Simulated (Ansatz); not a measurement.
Total energies of C2H6F2Ge, SMILES `[CH3][Ge]([CH3])([F])[F]`.

```csv
atom,x (Å),y (Å),z (Å)
C1,0.7452,1.3868,-0.6827
Ge2,0.3846,-0.1520,0.4181
C3,-1.2116,-1.2024,0.1757
F4,1.7449,-1.2236,0.2867
F5,0.4280,0.3646,2.0755
H6,1.6935,1.8279,-0.3754
H7,-0.0472,2.1271,-0.5669
H8,0.8109,1.0932,-1.7310
H9,-2.0966,-0.5851,0.3339
H10,-1.2118,-2.0185,0.8984
H11,-1.2399,-1.6179,-0.8322
```

Charge 0, multiplicity 1. Correlated methods include outer-core shells of Ge, which these sets cover unevenly. Scalar relativity is left out up to krypton. The structure was optimised at the PBE0-D4/def2-TZVP level. Basis def2-TZVPP, Ansatz 0.2.0.

RPA on PBE orbitals: Hartree–Fock energy of these orbitals -2353.63351 Eh, correlation -1.73067 Eh (frozen core).

```tsv
functional	energy without D4 (Eh)	D4 term (kJ/mol)
LDA (SPW92)	-2351.54922	–
PBE	-2356.12171	-19.2
revPBE	-2356.48472	-57.4
BLYP	-2356.73371	-41.9
r2SCAN	-2356.60598	-4.8
B97M-V	-2356.28750	–
PBE0	-2356.19186	-16.2
B3LYP	-2356.79668	-30.8
r2SCANh	-2356.58437	-5.0
r2SCAN0	-2356.55366	-5.6
HSE06 (plane-wave form)	-2356.17927	-15.1
BHLYP	-2356.60140	-23.6
CAM-B3LYP	-2356.77658	-16.4
LC-ωPBE	-2356.32150	–
ωB97X-V	-2356.46681	–
ωB97M-V	-2356.53128	–
B2PLYP	-2356.19750	–
PBE-QIDH	-2355.83761	–
```

B3LYP takes the VWN-RPA correlation (the form of Gaussian; ORCA's B3LYP/G). HSE06 is the plane-wave form, built on full-range PBE exchange. The double hybrids freeze the cores in their second-order part.

LC-ωPBE has ω = 0.4 bohr⁻¹.
